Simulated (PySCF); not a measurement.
CH9NSi2.
InChI=1S/CH9NSi2/c2-4-1-3/h1-2,4H2,3H3

Torsions of this conformer, `[NH2:1][SiH2:2][CH2:3][SiH3:4]`: N1–Si2–C3–Si4 40°, H–N1–Si2–C3 59°, H–N1–Si2–C3 -159°.

The closed-shell ground state was solved at several levels (PySCF, density fitting, gas phase, non-relativistic). Isolated species at its PBE0-D3(BJ)/def2-SVP geometry (one conformer only).

| level | basis functions | total energy (Eh) | HOMO (eV) | LUMO (eV) | gap (eV) | dipole (D) |
| --- | --- | --- | --- | --- | --- | --- |
| PBE0/pcSseg-1 | 127 | -676.8871 | -7.36 | 0.74 | 8.10 | 1.41 |
| wB97X-D/def2-SVPD | 160 | -677.0072 | -9.33 | 1.89 | 11.22 | 1.30 |

(1) What might KT3/pcSseg-2 (284 basis functions) give for the same quantities?

(2) Over all these levels, which gives the widest orbital gap and which the narrowest?

(3) How far do the dipole and the HOMO energy spread over the levels?

Answers

(1) Total energy -683.4609 Eh, HOMO -6.14 eV, LUMO -0.70 eV, gap 5.44 eV, dipole 1.25 D.

(2) wB97X-D/def2-SVPD (range-separated hybrid) has the widest, 11.22 eV, and KT3/pcSseg-2 (GGA) the narrowest, 5.44 eV. Functional and basis both differ between the two, so the spread mixes both effects.

(3) The dipole runs from 1.25 to 1.41 D (mean 1.32 D) and the HOMO from -9.33 to -6.14 eV.

wB97X-D is run here without its empirical dispersion term; that term would change no orbital, density or response property at a fixed geometry.
